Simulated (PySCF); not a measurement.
## Peak assignment

Molfile (atoms numbered from 1):
```
C5H12O2Si2
     RDKit          3D

 21 20  0  0  0  0  0  0  0  0999 V2000
    1.7622   -1.6661   -0.0223 C   0  0  0  0  0  0  0  0  0  0  0  0
    1.3019   -0.2419    0.0598 C   0  0  0  0  0  0  0  0  0  0  0  0
    2.7077    1.0322    0.0238 Si  0  0  0  0  0  4  0  0  0  0  0  0
    0.0046    0.0757    0.1602 C   0  0  0  0  0  0  0  0  0  0  0  0
   -0.4667    1.5029    0.2208 C   0  0  0  0  0  0  0  0  0  0  0  0
   -1.3735   -1.2189    0.2303 Si  0  0  0  0  0  4  0  0  0  0  0  0
   -2.7730   -0.4873    0.8034 O   0  0  0  0  0  0  0  0  0  0  0  0
   -3.5650    0.2810    0.1109 C   0  0  0  0  0  0  0  0  0  0  0  0
   -3.4230    0.5930   -1.0344 O   0  0  0  0  0  0  0  0  0  0  0  0
    2.3656   -1.9120    0.8513 H   0  0  0  0  0  0  0  0  0  0  0  0
    0.9292   -2.3622   -0.0758 H   0  0  0  0  0  0  0  0  0  0  0  0
    2.3904   -1.8052   -0.9012 H   0  0  0  0  0  0  0  0  0  0  0  0
    3.9770    0.2999    0.0067 H   0  0  0  0  0  0  0  0  0  0  0  0
    2.6245    1.8627   -1.1809 H   0  0  0  0  0  0  0  0  0  0  0  0
    2.6778    1.8764    1.2223 H   0  0  0  0  0  0  0  0  0  0  0  0
   -1.0154    1.6810    1.1463 H   0  0  0  0  0  0  0  0  0  0  0  0
    0.3620    2.2047    0.1678 H   0  0  0  0  0  0  0  0  0  0  0  0
   -1.1472    1.7040   -0.6065 H   0  0  0  0  0  0  0  0  0  0  0  0
   -1.2658   -2.1960    1.3110 H   0  0  0  0  0  0  0  0  0  0  0  0
   -1.6628   -1.8295   -1.0651 H   0  0  0  0  0  0  0  0  0  0  0  0
   -4.4197    0.6225    0.7259 H   0  0  0  0  0  0  0  0  0  0  0  0
  1  2  1  0
  2  3  1  0
  2  4  2  0
  4  5  1  0
  4  6  1  0
  6  7  1  0
  7  8  1  0
  8  9  2  0
  1 10  1  0
  1 11  1  0
  1 12  1  0
  3 13  1  0
  3 14  1  0
  3 15  1  0
  5 16  1  0
  5 17  1  0
  5 18  1  0
  6 19  1  0
  6 20  1  0
  8 21  1  0
M  END
```

One computed conformer, non-relativistic Hamiltonian, one averaged value for each set of equivalent atoms, no solvent model. σ from GIAO-PBE0/pcSseg-1; structure optimised with GFN2-xTB; PySCF 2.14.

Scale: TMS for ¹³C, ¹H (reference shieldings calculated alike).

(1) Assign these signals to the numbered atoms. ¹³C{¹H} NMR (computed): δ 166.4, 152.1, 150.8, 30.7, 27.3.

(2) Assign these signals to the numbered atoms. ¹H NMR (600 MHz, computed): δ 8.30 (s, 1H), 5.45 (s, 2H), 4.15 (s, 3H), 2.07 (s, 3H), 1.96 (s, 3H).

Answers

(1) 
166.4 → C8, carbonyl carbon
152.1 → C4, fully substituted alkene carbon: an sp2 carbon of a C=C bond
150.8 → C2, fully substituted alkene carbon
30.7 → C1, allylic methyl carbon: aliphatic region, no heteroatom directly attached
27.3 → C5, allylic methyl carbon

C4 and C2 lie closer than the usual error of such a calculation, so a measured spectrum could show them in the other order.

(2) 
| δ (ppm) | atoms | environment | reason |
| --- | --- | --- | --- |
| 8.30 | H21 | hydrogen on a carbonyl carbon | – |
| 5.45 | H19/H20 | hydrogen on a silicon bonded to C, O | – |
| 4.15 | H13/H14/H15 | hydrogen on a silicon bonded to C | – |
| 2.07 | H16/H17/H18 | hydrogen on an allylic methyl carbon | allylic position |
| 1.96 | H10/H11/H12 | hydrogen on an allylic methyl carbon | – |

H16/H17/H18 and H10/H11/H12 lie closer than the usual error of such a calculation, so a measured spectrum could show them in the other order.

Shifts are as computed. Against solution values, carbons near 30 ppm lie about +3 ppm off and those near 130 ppm about +5 ppm. Of 1309 compounds with measured shifts, 239 miss one by over three times the rms of a fit or turn the order of signals round; such compounds aren't used in these exercises. No couplings were computed; multiplicities are counted from neighbouring protons, with m where these are inequivalent, close in shift, in a saturated or five-membered ring or joined by F or P, and br s for small geminal =CH2 splittings.
